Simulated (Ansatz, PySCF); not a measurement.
C4H5, SMILES [CH]=CC=C, multiplicity 2. Atoms are numbered in the order given.

```xyz
9

C     -0.0237     1.9326     0.0000
C      0.4306     0.6894     0.0000
C     -0.4068    -0.5163     0.0000
C      0.0828    -1.7658     0.0000
H     -0.9895     2.4399     0.0000
H      1.5179     0.5184     0.0000
H     -1.4910    -0.3580     0.0000
H      1.1609    -1.9550     0.0000
H     -0.5768    -2.6368     0.0000
```
Charge 0, spin multiplicity 2.

Coordinates come from a B3LYP-D3(BJ)/def2-SVP optimisation. The isomer is the one that the SMILES or the coordinates give; other isomers of the formula were not compared. The values are those of a single conformer.

Two levels are set side by side: PBE-D3(BJ)/def2-SVP (Ansatz, a first-principles code) and B3LYP-D3(BJ)/def2-SVP (Ansatz). Each level has its own optimised geometry; the coordinates shown are those of the second. Frequencies come from the Hessian of PySCF at each geometry. Differences are taken from unrounded values.

```csv
quantity,B3LYP-D3(BJ)
mean bond length (Å),1.201
bond C1–C2 (Å),1.324
bond C2–C3 (Å),1.468
bond C3–C4 (Å),1.342
bond C1–H5 (Å),1.091
bond C2–H6 (Å),1.101
bond C3–H7 (Å),1.096
bond C4–H8 (Å),1.095
bond C4–H9 (Å),1.093
highest harmonic wavenumber (cm⁻¹),3238
mean harmonic wavenumber (cm⁻¹),1486
zero-point energy (kcal/mol),44.62
```

Question: What does PBE-D3(BJ) give, and how far is it from B3LYP-D3(BJ)? (Estimate from the structure and the level; the computed values follow.)

Answer: 
```
quantity                            PBE-D3(BJ)  PBE-D3(BJ) minus B3LYP-D3(BJ)
----------------------------------  ----------  -----------------------------
mean bond length (Å)                     1.208                          0.007
bond C1–C2 (Å)                           1.332                          0.008
bond C2–C3 (Å)                           1.467                         -0.001
bond C3–C4 (Å)                           1.352                          0.010
bond C1–H5 (Å)                           1.099                          0.008
bond C2–H6 (Å)                           1.109                          0.009
bond C3–H7 (Å)                           1.104                          0.008
bond C4–H8 (Å)                           1.102                          0.008
bond C4–H9 (Å)                           1.100                          0.008
highest harmonic wavenumber (cm⁻¹)        3178                            -60
mean harmonic wavenumber (cm⁻¹)           1446                            -40
zero-point energy (kcal/mol)             43.41                          -1.21
```

Exact exchange shortens and stiffens bonds; PBE has none. Differences between two approximate levels are no errors against the true value.
